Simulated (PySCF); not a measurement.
Curvature of the energy in the electron number along the 5p block

Calculated with PySCF 2.14, in aug-cc-pVDZ-PP with ECP28MDF, ECP: one orbital is emptied in steps, and each cell gives the departure of E from the straight line at half an electron, in eV (from a cubic fit). The exact functional gives zero.

```csv
species,orbital,LDA,PBE,r2SCAN,PBE0,BHandHLYP,LC-wPBE,UHF
In,5p alpha,-0.73,-0.70,-0.65,-0.51,-0.35,0.02,0.06
Sn,5p alpha,-0.83,-0.80,-0.74,-0.57,-0.38,0.01,0.09
Sb,5p alpha,-0.92,-0.89,-0.83,-0.63,-0.41,-0.01,0.12
Te,5p beta,-0.93,-0.88,-0.80,-0.63,-0.42,0.01,0.15
I,5p beta,-1.01,-0.97,-0.88,-0.68,-0.43,-0.02,0.18
Xe,5p beta,-1.09,-1.05,-0.96,-0.74,-0.46,-0.06,0.20
```

Problem. How does the mean departure depend on the functional?

Solution. LDA -0.92 eV; PBE -0.88 eV; r2SCAN -0.81 eV; PBE0 -0.63 eV; BHandHLYP -0.41 eV; LC-wPBE -0.01 eV; UHF 0.13 eV. Semilocal functionals are convex (delocalisation error), Hartree-Fock is concave or straight, and exact exchange removes curvature roughly in proportion to its share, so among the functionals the range-separated hybrids usually come closest to zero.

No spin-orbit coupling is included.
